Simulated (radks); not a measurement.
Species: the copper ion Cu4+. Configuration: [Ar] 3d6 4d1 (not the ground configuration). All-electron calculation, scalar-relativistic Kohn-Sham, LDA (Slater exchange, Perdew-Wang correlation), spin-polarised, spherical densities, point nucleus; open shells are filled with parallel spins first. Program: a radial shooting solver on a logarithmic mesh with Libxc functionals.

Unscreened Slater integrals over Kohn-Sham orbitals (cm^-1). They are taken over the spin-up orbitals.

| integral | value |
|---|---|
| F0(4d,4d) | 77045 |
| F2(4d,4d) | 40344 |
| F4(4d,4d) | 27176 |
| F0(4d,3d) | 102160 |
| F2(4d,3d) | 20894 |
| F4(4d,3d) | 9524.3 |
| G0(4d,3d) | 8191.9 |
| G2(4d,3d) | 8736.4 |
| G4(4d,3d) | 6448.7 |
| F0(4d,3p) | 102580 |
| F2(4d,3p) | 19155 |
| G1(4d,3p) | 6923.4 |
| G3(4d,3p) | 5787.5 |
| F0(4d,3s) | 102890 |
| G2(4d,3s) | 6284.5 |
| F0(3d,3d) | 263480 |
| F2(3d,3d) | 125940 |
| F4(3d,3d) | 79179 |
| F0(3d,3p) | 269130 |
| F2(3d,3p) | 129560 |
| G1(3d,3p) | 158030 |
| G3(3d,3p) | 97551 |
| F0(3d,3s) | 272910 |
| G2(3d,3s) | 120990 |
| F0(3p,3p) | 277370 |
| F2(3p,3p) | 139170 |
| F0(3p,3s) | 281120 |
| G1(3p,3s) | 186210 |
| F0(3s,3s) | 285270 |

Derived for the open shells (J is the average intra-shell exchange parameter used in DFT+U). 3d: Racah B = F2/49 - 5 F4/441 = 1672 cm^-1, C = 35 F4/441 = 6284 cm^-1, C/B = 3.76, F4/F2 = 0.629, J = (F2 + F4)/14 = 14650 cm^-1. 4d: Racah B = F2/49 - 5 F4/441 = 515.2 cm^-1, C = 35 F4/441 = 2157 cm^-1, C/B = 4.19, F4/F2 = 0.674, J = (F2 + F4)/14 = 4823 cm^-1.
